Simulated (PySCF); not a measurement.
## WH₄ + 2 Cl₂ → WHCl + 3 HCl

Level: PBE0 in the def2-TZVP basis family, computed in PySCF with density fitting; scalar-relativistic core potentials for atoms from Rb on, none lighter, no spin–orbit coupling; open shells unrestricted.

```json
{"species": "WH₄", "state and structure": "triplet, Td, W–H 1.704 Å (×4)", "ZPE (kJ/mol)": "66.5", "H(298 K) − H(0) (kJ/mol)": "11.9", "S° (J/(mol K))": "245.4"}
{"species": "Cl₂", "state and structure": "singlet, D∞h, Cl–Cl 1.982 Å", "ZPE (kJ/mol)": "3.5", "H(298 K) − H(0) (kJ/mol)": "9.1", "S° (J/(mol K))": "222.5"}
{"species": "WHCl", "state and structure": "quintet, Cs, W–Cl 2.262 Å, W–H 1.718 Å; Cl–W–H 120.4°", "ZPE (kJ/mol)": "16.7", "H(298 K) − H(0) (kJ/mol)": "11.5", "S° (J/(mol K))": "290.6"}
{"species": "HCl", "state and structure": "singlet, C∞v, H–Cl 1.279 Å", "ZPE (kJ/mol)": "17.9", "H(298 K) − H(0) (kJ/mol)": "8.7", "S° (J/(mol K))": "186.6"}
```

Task: Is the gas-phase reaction uphill or downhill in electronic energy at this level, and by how much?

Result: At PBE0/def2-TZVP, ΔE = -384.0 kJ/mol, downhill. 

Task: Add zero-point, thermal and entropy terms for 298.15 K and 1 bar.

Result: ΔZPE = -3.1 and Δ[H(298) − H(0)] = 7.5 kJ/mol give ΔH° = -379.6 kJ/mol. ΔS° = 160.0 J/(mol K), so ΔG° = -379.6 − 298.15 × (0.1600) = -427 kJ/mol.

Spin–orbit coupling can matter for WH₄, WHCl and is left out. Open d or f shells are single determinants, so the state found may not be the ground state. The structures come from searches over a few start shapes, so lower isomers are not excluded.
